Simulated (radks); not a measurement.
Problem. Cl3+, configuration [Ne] 3s2 3p2. All-electron calculation, Dirac Kohn-Sham, PBE, spin-unpolarised, spherical densities, finite nucleus; open shells fill j = l - 1/2 first; Fermi nuclear charge, rms radius 3.3654 fm. Program: a radial shooting solver on a logarithmic mesh with Libxc functionals.

Spin-orbit splittings of the eigenvalues, e(l+1/2) - e(l-1/2), with zeta = 2 splitting/(2l+1) and mean radii in bohr:

| shell | occ. | splitting (eV) | zeta (eV) | <r> j=l-1/2 | <r> j=l+1/2 |
|---|---|---|---|---|---|
| 2p | 6 | 1.707 | 1.138 | 0.4040 | 0.4063 |
| 3p | 2 | ? | ? | 1.515 | 1.520 |

Estimate the 3p splitting.

Solution. 0.1842 eV (zeta = 0.1228 eV).
